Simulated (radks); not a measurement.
Isoelectronic series with 12 electrons, each ion in its NIST ground configuration. Calculated with a radial shooting solver on a logarithmic mesh with Libxc functionals: Dirac Kohn-Sham, PBE, spin-unpolarised, spherical densities, finite nucleus; Fermi nuclear charge, rms radius of each element as measured or else 0.836 A^(1/3) + 0.57 fm. Total energies (hartree) and mean radii <r> (bohr):

| ion | configuration | E (hartree) | 3s1/2 | 2p3/2 |
|---|---|---|---|---|
| Mg | [Ne] 3s2 | -200.27986 | 3.150 | 0.6902 |
| Al+ | [Ne] 3s2 | -242.47305 | 2.377 | 0.6037 |
| Si2+ | [Ne] 3s2 | -288.96485 | 1.951 | 0.5369 |
| P3+ | [Ne] 3s2 | -339.74840 | 1.670 | 0.4837 |
| S4+ | [Ne] 3s2 | -394.82429 | 1.466 | 0.4403 |
| Cl5+ | [Ne] 3s2 | -454.19668 | 1.310 | 0.4041 |
| Ar6+ | [Ne] 3s2 | -517.87196 | 1.186 | 0.3734 |
| K7+ | [Ne] 3s2 | -585.85803 | 1.084 | 0.3471 |
| Ca8+ | [Ne] 3s2 | -658.16393 | 0.9989 | 0.3243 |
| Sc9+ | [Ne] 3s2 | -734.79977 | 0.9266 | 0.3044 |
